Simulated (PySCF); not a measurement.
N,N-diethylpropionamide, C₇H₁₅NO.
Geometry (GFN2-xTB, Å), atoms numbered from 1 in this order:
```
atom  x, y, z in Å
C1     3.2581    0.1665   -0.3373
C2     1.7952    0.5362   -0.5480
C3     0.8844   -0.4587    0.1587
O4     1.3230   -1.4443    0.7200
N5    -0.4486   -0.2004    0.1286
C6    -1.3356   -1.1355    0.8011
C7    -1.8465   -2.2162   -0.1473
C8    -1.0707    0.9476   -0.4920
C9    -1.2712    2.1026    0.4913
H10    3.9077    0.8764   -0.8438
H11    3.4503   -0.8303   -0.7244
H12    3.4948    0.1630    0.7233
H13    1.5652    0.5255   -1.6166
H14    1.6062    1.5414   -0.1682
H15   -0.7657   -1.6040    1.6066
H16   -2.1706   -0.5778    1.2314
H17   -1.0071   -2.7879   -0.5335
H18   -2.5126   -2.8902    0.3845
H19   -2.3872   -1.7786   -0.9843
H20   -2.0436    0.6324   -0.8806
H21   -0.4712    1.2848   -1.3387
H22   -0.3200    2.4182    0.9118
H23   -1.9199    1.8005    1.3099
H24   -1.7262    2.9486   -0.0172
```

The calculation used PBE0/pcSseg-1 in PySCF (dipole) on a GFN2-xTB geometry, gas phase.

Masses are those of the commonest isotopes; rigid-rotor values at the optimised geometry. The values belong to one conformer with, in the numbering `[CH3:1][CH2:2][C:3](=[O:4])[N:5]([CH2:6][CH3:7])[CH2:8][CH3:9]`, C1–C2–C3–O4 -5°, C2–C3–N5–C6 180°, C3–N5–C6–C7 -92°, C3–N5–C8–C9 -93°.

Problem. What are A, B and C (GHz)?

Solution. Ia = 256.09, Ib = 416.53, Ic = 598.23 u·Å²; 505379 MHz·u·Å²/I gives 1973, 1213 and 844.8 MHz, that is A = 1.9734, B = 1.2133, C = 0.8448 GHz.

Problem. Classify the top.

Solution. An asymmetric top; Ray's κ = -0.347.

Problem. What does the inertial defect say?

Solution. Not planar: Δ = Ic − Ia − Ib = -74.40 u·Å². For a rigid frame Δ = −2 Σ m c², so Σ m c² = 37.20 u·Å² lies off the ab plane: 14.86 from hydrogen and 22.33 from heavier atoms. The atom farthest from that plane is 1.50 Å away.

Problem. List the rotational levels J(Ka,Kc) to J = 5 (MHz).

Solution. Above 0(0,0):
J = 1: 1(0,1) 2058, 1(1,1) 2818, 1(1,0) 3187
J = 2: 2(0,2) 6069, 2(1,2) 6566, 2(1,1) 7671, 2(2,1) 9952, 2(2,0) 10057
J = 3: 3(0,3) 11870, 3(1,3) 12129, 3(1,2) 14320, 3(2,2) 16126, 3(2,1) 16605, 3(3,1) 20906, 3(3,0) 20926
J = 4: 4(0,4) 19347, 4(1,4) 19460, 4(1,3) 23015, 4(2,3) 24275, 4(2,2) 25506, 4(3,2) 29303, 4(3,1) 29433, 4(4,1) 35774, 4(4,0) 35777
J = 5: 5(0,5) 28479, 5(1,5) 28523, 5(1,4) 33582, 5(2,4) 34334, 5(2,3) 36700, 5(3,3) 39798, 5(3,2) 40266, 5(4,2) 46296, 5(4,1) 46323, 5(5,1) 54583, 5(5,0) 54583
The levels of one J sum to (2J + 1)J(J + 1)(A + B + C)/3.

Problem. Which lines would a microwave search look for?

Solution. The dipole components are |μa| = 1.76 D, |μb| = 3.05 D, |μc| = 1.26 D. The squared components, which scale the intensities, stand as 0.33 : 1.00 : 0.17 (a : b : c). Some lines, for components of 0.1 D or more:

```tsv
type	branch	J(Ka,Kc)	MHz	lower level (cm⁻¹)
a	Q	1(1,0) ← 1(1,1)	369	0.094
b	Q	2(1,1) ← 2(0,2)	1602	0.202
b	Q	3(2,1) ← 3(1,2)	2284	0.478
b	Q	4(1,3) ← 4(0,4)	3668	0.645
b	Q	3(3,0) ← 3(2,1)	4321	0.554
a	R	2(1,1) ← 1(1,0)	4485	0.106
b	Q	4(3,2) ← 4(2,3)	5028	0.810
a	R	3(1,3) ← 2(1,2)	5563	0.219
c	R	2(1,1) ← 1(0,1)	5613	0.069
b	R	3(1,3) ← 2(0,2)	6060	0.202
a	R	4(1,4) ← 3(1,3)	7331	0.405
a	R	4(2,3) ← 3(2,2)	8149	0.538
a	R	4(1,3) ← 3(1,2)	8695	0.478
c	R	4(2,3) ← 3(1,3)	12146	0.405
c	R	4(3,1) ← 3(2,1)	12828	0.554
c	R	4(3,2) ← 3(2,2)	13177	0.538
b	R	4(2,2) ← 3(1,3)	13377	0.405
c	R	4(4,1) ← 3(3,1)	14868	0.697
```

Problem. Estimate the classical rotational partition function at 10 K, 298.15 K and 500 K.

Solution. Point group C1, symmetry number σ = 1; q = (√π/σ)·√((kT/h)³/(ABC)), k/h = 20836.6 MHz/K: 3750 at 10 K, 610000 at 298.15 K, 1330000 at 500 K.

Not checked by GFN2-xTB frequencies. These are rigid-rotor constants of the computed structure; measured ground-state constants (B0) also hold zero-point vibration. A rigid rotor knows nothing of internal rotation, which can split or shift real lines. Quadrupole hyperfine structure (14N) is left out.
